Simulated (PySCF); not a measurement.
Unknown compound

Molecular formula: C₇H₁₀Cl₂. Simulated spectra:

$^{1}$H NMR (600 MHz, computed): δ 6.21 (s, 1H), 5.83 (m, 1H), 5.65 (t, 1H), 5.46 (m, 1H), 5.33 (m, 1H), 2.92 (m, 2H), 2.16 (s, 3H).

$^{13}$C{$^{1}$H} NMR (computed): δ 143.9 (C), 143.6 (CH), 134.2 (CH), 123.1 (CH2), 92.3 (CH), 39.1 (CH2), 12.2 (CH3).

Non-relativistic Hamiltonian, no solvent model, fast rotation and ring inversion assumed for equivalent nuclei, one conformer. Geometry from GFN2-xTB; shielding tensors at PBE0/pcSseg-1 (GIAO); PySCF 2.14.

Chemical shifts δ = σref − σ; $^{1}$H and $^{13}$C vs TMS, all at this level.

**Question.** Choose the structure that fits.
A. C=CC/C=C(\C)C(Cl)Cl
B. CC1CC(=CC(Cl)Cl)C1
C. ClC=C1CCC(Cl)CC1

**Answer.** A. 

- Rings plus π bonds: 2 (no ring in the answer).
- 7 carbon signals for 7 carbons: no two carbons are equivalent.
- Carbon types of the structure: 1 × C, 3 × CH, 2 × CH2, 1 × CH3, which accounts for all hydrogens.
- δC 143.9: fully substituted alkene carbon; as expected for a trigonal carbon in a double bond.
- δC 143.6, 134.2: alkene CH; an sp2 carbon of a C=C bond.
- δC 123.1: terminal =CH2 carbon; the olefinic region.
- δC 92.3: allylic sp3 CH bonded to 2 Cl; 2 electronegative neighbours deshield it.
- δH 5.83, 5.65: hydrogen on an alkene CH; olefinic region.

The others: ClC=C1CCC(Cl)CC1 would give 10 signals for carbon-bound and other non-exchanging H, not 7; CC1CC(=CC(Cl)Cl)C1 would give 8 signals for carbon-bound and other non-exchanging H, not 7.

Carbons that carry Cl, above all several Cl atoms, come out too deshielded, partly because spin–orbit coupling is missing. Shifts are as computed. Against solution values, carbons near 30 ppm lie about +3 ppm off and those near 130 ppm about +5 ppm; carbons on Cl a further +6 ppm. Of 1211 compounds with measured shifts, 218 miss one by over three times the rms of a fit or turn the order of signals round; such compounds aren't used in these exercises. Multiplicities follow the n + 1 count of equivalent neighbours, as no J values were calculated; m marks all less simple cases, F and P coupling included.
